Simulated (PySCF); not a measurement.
Species: C₃H₁₁NOSi.
Atom-mapped SMILES: `[CH3:1][CH:2]([CH3:3])[O:4][SiH2:5][NH2:6]` (hydrogens: H7, H8, H9 on C1; H10 on C2; H11, H12, H13 on C3; H14, H15 on Si5; H16, H17 on N6)

Geometry (PBE0-D3(BJ)/def2-SVP, Å), atoms numbered from 1 in this order:
```xyz
17
C3H11NOSi angstrom
C     -1.5688   -1.3335    0.2768
C     -0.9216    0.0159    0.0149
C     -1.5540    0.7485   -1.1536
O      0.4521   -0.1586   -0.2615
Si     1.7210    0.0044    0.8086
N      3.0748    0.8287    0.1504
H     -2.6447   -1.2272    0.4835
H     -1.4430   -1.9872   -0.6002
H     -1.1004   -1.8296    1.1406
H     -1.0361    0.6409    0.9249
H     -2.6252    0.9289   -0.9769
H     -1.4455    0.1550   -2.0746
H     -1.0582    1.7173   -1.3120
H      1.1780    0.7594    1.9817
H      2.2338   -1.3370    1.2117
H      3.7484    0.3066   -0.3983
H      2.9889    1.7784   -0.1946
```

Computed at PBE0/pcSseg-1 (PySCF, non-relativistic), with Q(17O) = −0.0256 b, Q(14N) = 0.02044 b: O4, 17O (I = 5/2): χzz = -10.18 MHz, η = 0.378; N6, 14N (I = 1): χzz = -4.499 MHz, η = 0.328.

(1) Find the zero-field quadrupole resonance frequencies of 17O at O4.

(2) Where would the pure quadrupole (NQR) lines of 14N at N6 fall for the rigid, isolated species?

## Answers

(1) From the eigenvalues of H = χ/[4I(2I − 1)] × [3Iz² − I(I + 1) + η(Ix² − Iy²)], steps between neighbouring levels, labelled as for η = 0: ±1/2↔±3/2 1.748 MHz, ±3/2↔±5/2 2.973 MHz (silyl ether oxygen).

(2) From ν± = (3/4)|χ|(1 ± η/3) and ν0 = |χ|η/2: ν+ 3.743 MHz, ν− 3.006 MHz, ν0 0.737 MHz (silicon-bound nitrogen).

In a crystal, neighbours and librations shift these lines. These gradients aren't converged with respect to the basis.

One conformer stands for the species.
